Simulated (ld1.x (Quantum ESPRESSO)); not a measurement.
# What one change does to a pseudopotential (carbon, TM semilocal)

carbon, norm-conserving Troullier–Martins (semilocal form), made with ld1.x (Quantum ESPRESSO) 7.5 (PBE, scalar-relativistic). Core [He], reference 2s2 2p2. Waves: 2p (bound): rc 1.50 bohr; 2s (bound): rc 0.90 bohr. Local part: the s channel. Core correction: Bessel-smoothed model core, default radius (core density twice the valence density).

Change: all radii but the core radius scaled by about 0.96 (s 0.86, p 1.44 bohr).

Cutoffs: the cutoffs (Ry, on a coarse ladder) from which the occupation-weighted sum of valence levels, in a spherical-Bessel basis at the reference potential, stays within 10 and 1 mRy of its value at 400 Ry; they do not see the model core or the augmentation charge, which bear on the density cutoff. Errors are all-electron minus pseudo energies relative to the spin-unpolarised reference configuration.

Q: What does the change do?

A: The potential gets harder (55 Ry and 110 Ry → 70 Ry and 160 Ry); of the 7 tests that both files solve, the error grows in 0 and shrinks in 3 by more than 15 % and 0.3 meV (median size 5.6 → 6.1 meV); neither file shows a bound ghost. A smaller radius makes the pseudo-wave follow the all-electron one further in, where it bends more sharply, so more plane waves are needed. Less of the atom is replaced, so other configurations are described better. A semilocal file is local in each channel, so a ghost entry of none says nothing of the separable form that plane-wave codes build from it.

```tsv
quantity	base	changed
cutoff, loose	55 Ry	70 Ry
cutoff, tight	110 Ry	160 Ry
loose cutoff by channel (10 mRy a level)	p 35 Ry, s 30 Ry	p 40 Ry, s 35 Ry
bound ghosts	none	none
error for 2s2 2p1, meV [ΔE 10.86 eV]	+7.1	+6.1
error for 2s2 2p0, meV [ΔE 35.02 eV]	+97	+82
error for 2s1 2p0, meV [ΔE 83.21 eV]	+214	+181
error for 2s2 2p1.5, meV [ΔE 3.96 eV]	+0.6	+0.5
error for 2s2 2p2.3, meV [ΔE -1.16 eV]	+0.1	+0.1
error for 2s1 2p3, meV [ΔE 8.48 eV]	+5.6	+6.4
error for 2s1 2p2, meV [ΔE 19.62 eV]	-4.9	-1.8
```
